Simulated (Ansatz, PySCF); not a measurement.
The pair A = C2H2 (SMILES C#C) (first 4 atoms), B = N2 (SMILES N#N); geometry from B3LYP-D3(BJ)/def2-TZVP.
(charge 0, multiplicity 1):
| atom | x (Å) | y (Å) | z (Å) |
|---|---|---|---|
| C | -0.4374 | 0.4278 | -1.0306 |
| C | -0.0409 | 0.0401 | 0.0303 |
| H | -0.7903 | 0.7730 | -1.9716 |
| H | 0.3088 | -0.3019 | 0.9744 |
| N | 0.4424 | -0.4346 | 4.6429 |
| N | 0.5160 | -0.5056 | 3.5572 |

Cores are frozen in the correlated methods. CBS: X⁻³ extrapolation of the correlation energy, Hartree–Fock from the larger set.

Codes used: Ansatz (a program for electronic structure); PySCF for the dispersion terms. 

The monomers are drawn apart, rigid, along the line of their centres of mass. Counterpoise-corrected interaction energies (kcal/mol):

| level | R = 5.748 Å | R = 6.788 Å |
|---|---|---|
| PBE/def2-TZVPPD | -0.2693 | -0.0836 |
| PBE-D3(BJ)/def2-TZVPPD | -0.3863 | -0.1202 |
| wB97M-V/def2-TZVPPD | -0.2950 | -0.1043 |
| MP2/CBS(aug-cc-pVDZ, aug-cc-pVTZ) + ΔCCSD(T)/aug-cc-pVDZ | -0.3184 | -0.1111 |

### Question
R is the distance of the centres of mass. Find the local exponent m of E ∝ R⁻ᵐ between the two points.

### Answer

m = ln(E₁/E₂)/ln(R₂/R₁): PBE/def2-TZVPPD 7.0; PBE-D3(BJ)/def2-TZVPPD 7.0; wB97M-V/def2-TZVPPD 6.3; MP2/CBS(aug-cc-pVDZ, aug-cc-pVTZ) + ΔCCSD(T)/aug-cc-pVDZ 6.3. For scale, two fixed dipoles give m = 3, dipole and quadrupole 4, quadrupoles 5, and dispersion or dipole-induced dipole 6 at long range; at these distances several terms mix, and what is left of overlap and damping shifts m, so it need not match one of them.
